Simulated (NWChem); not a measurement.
Isomers of C$_{3}$H$_{3}$ClF$_{2}$, each optimised at B3LYP/6-31G* with NWChem, gas phase unless a solvent is named. Flexible species stand in one conformer each, which need not be the lowest. Pople sets run with spherical d functions.

A: F[C@@H]1C[C@@]1(F)Cl
B: FC(F)/C=C/Cl
C: F[C@@H]1[C@H](F)[C@H]1Cl
D: C=C(Cl)C(F)F

### Question
Rank them by SMD solvation free energy in toluene, B3LYP/6-31G* (kcal/mol), lowest first.

### Answer
C (-4.5), A (-4.0), B (-3.6), D (-2.9)
